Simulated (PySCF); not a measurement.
PySCF input file for S₄, SMILES S1SSS1, TDA-ωB97X/def2-SVPD. Geometry optimised at B3LYP-D3(BJ)/def2-SVP.

```python
import numpy as np
from pyscf import gto, scf, dft, tdscf

mol = gto.M(
    atom='''
    S     1.03808788   -1.03808788   -0.31341389
    S     1.03808788    1.03808788    0.31341389
    S    -1.03808788    1.03808788   -0.31341389
    S    -1.03808788   -1.03808788    0.31341389
    ''',
    basis='def2-SVPD',
    charge=0,
    spin=0,
    symmetry=True,
    max_memory=1600,
    verbose=4,
)
mf = dft.RKS(mol, xc='wb97x').density_fit(auxbasis='def2-universal-jkfit')
mf.grids.level = 3
mf.conv_tol = 1e-9
mf.max_cycle = 100
mf.kernel()
mf.grids = dft.Grids(mol).set(level=1).build(with_non0tab=True)  # coarser grid for the response kernel
td = tdscf.TDA(mf)
td.singlet = True
td.nstates = 10
td.conv_tol = 1e-4
td.positive_eig_threshold = 1e-6
td.kernel(x0=td.get_init_guess(mf, 15))
td.analyze()
tt = tdscf.TDA(mf)
tt.singlet = False
tt.nstates = 4
tt.conv_tol = 1e-4
tt.positive_eig_threshold = 1e-6
tt.kernel(x0=tt.get_init_guess(mf, 9))
tt.analyze(verbose=3)
```

Output:

```
PySCF version 2.14.0

[INPUT] verbose = 4
[INPUT] num. atoms = 4
[INPUT] num. electrons = 64
[INPUT] charge = 0
[INPUT] spin (= nelec alpha-beta = 2S) = 0
[INPUT] symmetry True subgroup None
[INPUT] Mole.unit = angstrom
[INPUT] Symbol           X                Y                Z      unit          X                Y                Z       unit  Magmom
[INPUT]  1 S      1.038087880000  -1.038087880000  -0.313413890000 AA    1.961701786430  -1.961701786430  -0.592266415735 Bohr   0.0
[INPUT]  2 S      1.038087880000   1.038087880000   0.313413890000 AA    1.961701786430   1.961701786430   0.592266415735 Bohr   0.0
[INPUT]  3 S     -1.038087880000   1.038087880000  -0.313413890000 AA   -1.961701786430   1.961701786430  -0.592266415735 Bohr   0.0
[INPUT]  4 S     -1.038087880000  -1.038087880000   0.313413890000 AA   -1.961701786430  -1.961701786430   0.592266415735 Bohr   0.0

nuclear repulsion = 342.135260831154
point group symmetry = D2d, use subgroup D2
symmetry origin: [0. 0. 0.]
symmetry axis x: [1. 0. 0.]
symmetry axis y: [-0.00000000e+00  1.00000000e+00  3.14491174e-17]
symmetry axis z: [ 0.00000000e+00 -3.14491174e-17  1.00000000e+00]
num. orbitals of irrep A = 27
num. orbitals of irrep B1 = 27
num. orbitals of irrep B2 = 27
num. orbitals of irrep B3 = 27
number of shells = 44
number of NR pGTOs = 180
number of NR cGTOs = 108
basis = def2-SVPD
ecp = {}


[settings echo left out]
init E= -1592.49252909254
HOMO (A) = -0.226851986092605  LUMO (B3) = -0.129547611370941  gap/eV = 2.64779
cycle= 1 E= -1592.17887736821  delta_E= 0.314  |g|= 0.317  |ddm|= 2.81
HOMO (A) = -0.353672085710295  LUMO (B3) = -0.0836493741853113  gap/eV = 7.34769
cycle= 2 E= -1592.20222767724  delta_E= -0.0234  |g|= 0.201  |ddm|= 0.571
HOMO (A) = -0.321297804429615  LUMO (B3) = -0.0467989436735781  gap/eV = 7.46949
cycle= 3 E= -1592.21405502252  delta_E= -0.0118  |g|= 0.0181  |ddm|= 0.322
HOMO (A) = -0.322373403412423  LUMO (B3) = -0.0452678168861835  gap/eV = 7.54043
cycle= 4 E= -1592.21430240092  delta_E= -0.000247  |g|= 0.00425  |ddm|= 0.0387
HOMO (A) = -0.322776110333008  LUMO (B3) = -0.0456937168334128  gap/eV = 7.53980
cycle= 5 E= -1592.21431907927  delta_E= -1.67e-05  |g|= 0.00116  |ddm|= 0.011
HOMO (A) = -0.32282045534266  LUMO (B3) = -0.045695730646591  gap/eV = 7.54095
cycle= 6 E= -1592.21432129233  delta_E= -2.21e-06  |g|= 0.000326  |ddm|= 0.00468
HOMO (A) = -0.322844145924235  LUMO (B2) = -0.0457089381065934  gap/eV = 7.54123
cycle= 7 E= -1592.2143214764  delta_E= -1.84e-07  |g|= 5.96e-05  |ddm|= 0.00159
HOMO (A) = -0.322845864884642  LUMO (B3) = -0.0457119333061062  gap/eV = 7.54120
cycle= 8 E= -1592.21432148229  delta_E= -5.88e-09  |g|= 9.76e-06  |ddm|= 0.000301
HOMO (A) = -0.322846243408116  LUMO (B2) = -0.0457122987799152  gap/eV = 7.54120
cycle= 9 E= -1592.2143214824  delta_E= -1.15e-10  |g|= 2.11e-06  |ddm|= 4.22e-05
HOMO (A) = -0.322845540750359  LUMO (B2) = -0.0457117064558799  gap/eV = 7.54120
Extra cycle  E= -1592.2143214824  delta_E= 3.18e-12  |g|= 8.83e-07  |ddm|= 7.92e-06
converged SCF energy = -1592.2143214824
tot grids = 25264
Overwritten attributes  positive_eig_threshold  of <class 'pyscf.tdscf.rks.TDA'>


******** <class 'pyscf.tdscf.rks.TDA'> for <class 'pyscf.df.df_jk.DFSymAdaptedRKS'> ********
nstates = 10 singlet
deg_eia_thresh = 1.000e-03
wfnsym = None
conv_tol = 0.0001
eigh lindep = 1e-12
eigh level_shift = 0
eigh max_cycle = 100


Excitation energies (eV)
[2.06034826 2.06034826 2.81149297 3.27484729 3.51486459 3.67262008
 3.97765937 4.68106205 4.80203403 4.80203403]

** Singlet excitation energies and oscillator strengths **
Excited State   1:   B2      2.06035 eV    601.76 nm  f=0.0023
      31 -> 35        0.10947
      32 -> 33        0.68874
Excited State   2:   B3      2.06035 eV    601.76 nm  f=0.0023
      30 -> 35       -0.10947
      32 -> 34       -0.68874
Excited State   3:   B1      2.81149 eV    440.99 nm  f=0.0000
      30 -> 34       -0.36768
      31 -> 33       -0.36768
      32 -> 35       -0.46708
Excited State   4:    A      3.27485 eV    378.60 nm  f=0.0000
      27 -> 35       -0.10924
      30 -> 33       -0.48795
      31 -> 34       -0.48795
Excited State   5:   B1      3.51486 eV    352.74 nm  f=0.0009
      30 -> 34       -0.47356
      31 -> 33        0.47356
      32 -> 36        0.20180
Excited State   6:    A      3.67262 eV    337.59 nm  f=0.0000
      30 -> 33       -0.49507
      31 -> 34        0.49507
Excited State   7:   B1      3.97766 eV    311.70 nm  f=0.0000
      30 -> 34       -0.33137
      31 -> 33       -0.33137
      32 -> 35        0.51712
Excited State   8:   B1      4.68106 eV    264.86 nm  f=0.0023
      30 -> 34       -0.14711
      31 -> 33        0.14711
      32 -> 36       -0.65680
      32 -> 40        0.10497
Excited State   9:   B2      4.80203 eV    258.19 nm  f=0.0010
      27 -> 34       -0.18037
      31 -> 35       -0.66318
      32 -> 33        0.11130
Excited State  10:   B3      4.80203 eV    258.19 nm  f=0.0010
      27 -> 33        0.18037
      30 -> 35        0.66318
      32 -> 34       -0.11130

** Transition electric dipole moments (AU) **
state          X           Y           Z        Dip. S.      Osc.
  1        -0.0000     -0.2150     -0.0000      0.0462      0.0023
  2         0.2150      0.0000     -0.0000      0.0462      0.0023
  3         0.0000     -0.0000      0.0000      0.0000      0.0000
  4         0.0000      0.0000     -0.0000      0.0000      0.0000
  5         0.0000     -0.0000     -0.0997      0.0099      0.0009
  6         0.0000     -0.0000      0.0000      0.0000      0.0000
  7        -0.0000      0.0000     -0.0000      0.0000      0.0000
  8         0.0000      0.0000      0.1405      0.0197      0.0023
  9         0.0000     -0.0913      0.0000      0.0083      0.0010
 10         0.0913      0.0000     -0.0000      0.0083      0.0010

** Transition velocity dipole moments (imaginary part, AU) **
state          X           Y           Z        Dip. S.      Osc.
  1        -0.0000      0.0463     -0.0000      0.0021      0.0189
  2        -0.0463     -0.0000      0.0000      0.0021      0.0189
  3         0.0000     -0.0000      0.0000      0.0000      0.0000
  4         0.0000      0.0000     -0.0000      0.0000      0.0000
  5         0.0000     -0.0000     -0.1467      0.0215      0.1111
  6         0.0000      0.0000      0.0000      0.0000      0.0000
  7        -0.0000      0.0000     -0.0000      0.0000      0.0000
  8         0.0000      0.0000      0.1072      0.0115      0.0445
  9        -0.0000      0.0275      0.0000      0.0008      0.0029
 10        -0.0275      0.0000     -0.0000      0.0008      0.0029

** Transition magnetic dipole moments (imaginary part, AU) **
state          X           Y           Z
  1        -0.0000     -0.5683      0.0000
  2        -0.5683     -0.0000     -0.0000
  3         0.0000      0.0000      0.8397
  4        -0.0000      0.0000      0.0000
  5         0.0000      0.0000     -0.0000
  6         0.0000     -0.0000     -0.0000
  7        -0.0000      0.0000      2.5251
  8         0.0000     -0.0000      0.0000
  9        -0.0000      0.5129      0.0000
 10         0.5129     -0.0000     -0.0000


******** <class 'pyscf.tdscf.rks.TDA'> for <class 'pyscf.df.df_jk.DFSymAdaptedRKS'> ********
nstates = 4 triplet
deg_eia_thresh = 1.000e-03
wfnsym = None
conv_tol = 0.0001
eigh lindep = 1e-12
eigh level_shift = 0
eigh max_cycle = 100


Excitation energies (eV)
[1.50710613 1.50710613 2.14000843 2.76615164]

** Triplet excitation energies and oscillator strengths **
Excited State   1:   B3      1.50711 eV    822.66 nm  f=0.0000
Excited State   2:   B2      1.50711 eV    822.66 nm  f=0.0000
Excited State   3:   B1      2.14001 eV    579.36 nm  f=0.0000
Excited State   4:    A      2.76615 eV    448.22 nm  f=0.0000
```

Self-consistency was reached.
